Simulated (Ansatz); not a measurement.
Basis-set extrapolation for H9NOSi3, SMILES `N[SiH]([SiH3])O[SiH3]` (PBE0-D4/def2-TZVP geometry, frozen core, Ansatz). Multiplicity 1, RHF reference.

|  | def2-TZVPP | def2-QZVPP |
| --- | --- | --- |
| HF | -1001.568839 | -1001.603621 |
| MP2 correlation | -0.824810 | -0.887882 |
| CCSD(T) correlation | -0.920641 | not run |

Energies in hartree. Use E(X) = E(∞) + A·exp(−7.88·√X) for Hartree–Fock and E(X) = E(∞) + B·X^(−2.97) for correlation, with X = 3 and 4, and add CCSD(T) minus MP2 of the smaller set to the MP2 limit.

Q: What is the CCSD(T) energy at the basis-set limit?

A: HF limit: -1001.603621 + (-0.034782) × 0.13774 = -1001.60841. MP2 limit: -0.887882 + (-0.063072) × 0.74074 = -0.93460. Higher-order term: -0.920641 − (-0.824810) = -0.09583. Total: -1002.63884 hartree, 392.1 kJ/mol below CCSD(T)/def2-TZVPP.
